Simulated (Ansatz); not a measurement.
`C[N](C)[W](=[O])(=[O])[F]` and `C[O][W](=[O])(=[O])[F]` differ in one atom or group.

Ansatz, PBE0-D4/def2-TZVP geometries, multiplicity 1. Each molecule was computed in one conformer, which needn't be the lowest.

Elements past krypton have def2 core potentials.

| property | `C[N](C)[W](=[O])(=[O])[F]` |
| --- | --- |
| size of the dipole moment (PBE/def2-TZVPP) / D | 4.75 |
| HOMO energy (ωB97M-V/def2-TZVPP) / eV | -10.13 |
| size of the dipole moment (ωB97M-V/def2-TZVPP) / D | 4.82 |
| HOMO energy (B3LYP/def2-TZVPP) / eV | -7.70 |
| LUMO energy (B3LYP/def2-TZVPP) / eV | -1.65 |
| HOMO–LUMO gap (B3LYP/def2-TZVPP) / eV | 6.05 |

Task: Give the same properties after the change, and the shifts. (Best estimate.)

Result: The calculation gave: 
```
                                          property  `C[O][W](=[O])(=[O])[F]`  shift
    size of the dipole moment (PBE/def2-TZVPP) / D                      3.96  -0.79
             HOMO energy (ωB97M-V/def2-TZVPP) / eV                    -11.43  -1.30
size of the dipole moment (ωB97M-V/def2-TZVPP) / D                      4.04  -0.78
               HOMO energy (B3LYP/def2-TZVPP) / eV                     -8.81  -1.11
               LUMO energy (B3LYP/def2-TZVPP) / eV                     -2.02  -0.37
             HOMO–LUMO gap (B3LYP/def2-TZVPP) / eV                      6.79   0.74
```

With PBE0 the HOMO falls by 1.17 eV and the LUMO falls by 0.35 eV, so the gap widens by about 0.82 eV. PBE moves the HOMO by -0.87 eV and ωB97M-V by -1.30 eV. The zero-point energy changes by -106.2 kJ/mol with -12 modes. Dipoles are sizes alone; their direction can turn.

B3LYP here is the variant with VWN-RPA as its local correlation; programs differ in this.
